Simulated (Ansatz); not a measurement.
Reaction (formal exchange of groups at the As–Te bond): `C[Te][AsH]O` + `N/C=C\F` → `N[AsH]O` + `C[Te]/C=C/F`

Program: Ansatz. Geometries: PBE0-D4/def2-TZVP. ΔE: electronic, gas phase. CCSD(T)/CBS adds triple-zeta CCSD(T) − MP2 to the extrapolated MP2 energy (def2 sets, frozen cores). Double bonds are as drawn, so ΔE can hold a change between cis and trans. Functionals use def2-TZVPP. B3LYP here is the variant with VWN-RPA as its local correlation; programs differ in this. def2 core potentials past Kr. For As, Te outer-core shells are correlated without core-valence functions, which leaves a few kJ/mol of doubt a bond. Scalar relativity is left out up to krypton. Each species was taken in one conformer, which may not be the lowest.

| level | ΔE (kJ/mol) |
| --- | --- |
| B3LYP-D4 | 56.8 |
| PBE | 59.9 |
| B3LYP | 54.5 |
| CCSD/def2-TZVPP | 33.4 |
| HF/def2-QZVPP | 42.3 |
| MP2/def2-QZVPP | 35.4 |
| SCS-MP2/def2-QZVPP | 32.4 |
| MP2/CBS(def2) | 39.0 |

Question: What does CCSD(T)/CBS give? (An estimate is asked.)

Answer: Computed: +41.2 kJ/mol. The listed levels differ from it by 15.6, 18.7, 13.3, -7.8, 1.1, -5.8, -8.8, -2.2 kJ/mol.

Largest T1 diagnostic among the species: 0.012.

In def2-TZVPP, CCSD(T) changes the Hartree–Fock value by −9.6 kJ/mol (the triples alone add −0.4 kJ/mol) and MP2 by −11.8 kJ/mol.
